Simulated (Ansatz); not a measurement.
Reaction (SMILES): Br[Si]Br (closed-shell singlet) → 2 Br atom + Si atom
B3LYP-D3(BJ)/def2-TZVP geometries, fixed; electronic energies without zero-point terms.

Basis-set convergence of the atomisation energy at B3LYP with Ansatz (a quantum-chemistry and plane-wave program). All functions are spherical. The program fits the integrals of some runs and decomposes those of others, by size. Open shells are unrestricted. No added dispersion term, no relativity. Functions are those of the species that has most. Reference: the value in aug-cc-pV(5+d)Z, 173.50 kcal/mol, itself unsure by roughly 0.16 kcal/mol (its mean distance from pcseg-4, aug-pcseg-3, aug-cc-pV(Q+d)Z). Deviations are taken from unrounded values. Cost is core time over that of aug-cc-pV(D+d)Z, rough, on shared machines of one kind.

```json
[
 {"basis": "cc-pV(D+d)Z", "functions": "77", "atomisation energy (kcal/mol)": "171.26", "minus reference (kcal/mol)": "-2.24", "cost": "0.6×"},
 {"basis": "aug-cc-pV(D+d)Z", "functions": "104", "atomisation energy (kcal/mol)": "170.93", "minus reference (kcal/mol)": "-2.56", "cost": "1×"},
 {"basis": "cc-pV(T+d)Z", "functions": "125", "atomisation energy (kcal/mol)": "173.23", "minus reference (kcal/mol)": "-0.27", "cost": "0.9×"},
 {"basis": "aug-cc-pV(T+d)Z", "functions": "173", "atomisation energy (kcal/mol)": "173.13", "minus reference (kcal/mol)": "-0.36", "cost": "1×"},
 {"basis": "cc-pV(Q+d)Z", "functions": "200", "atomisation energy (kcal/mol)": "173.37", "minus reference (kcal/mol)": "-0.12", "cost": "1×"},
 {"basis": "aug-cc-pV(Q+d)Z", "functions": "275", "atomisation energy (kcal/mol)": "173.43", "minus reference (kcal/mol)": "-0.07", "cost": "2×"},
 {"basis": "cc-pV(5+d)Z", "functions": "308", "atomisation energy (kcal/mol)": "173.42", "minus reference (kcal/mol)": "-0.08", "cost": "2×"},
 {"basis": "aug-cc-pV(5+d)Z", "functions": "416", "atomisation energy (kcal/mol)": "173.50", "minus reference (kcal/mol)": "0.00", "cost": "4×"}
]
```

The smallest set listed that lies within 1 kcal/mol of the reference with all its larger relatives (same family, alike in diffuse functions; a set with none counts only in the reference's own line) is cc-pV(T+d)Z (125 functions, 0.9× in cost, -0.27 kcal/mol off).
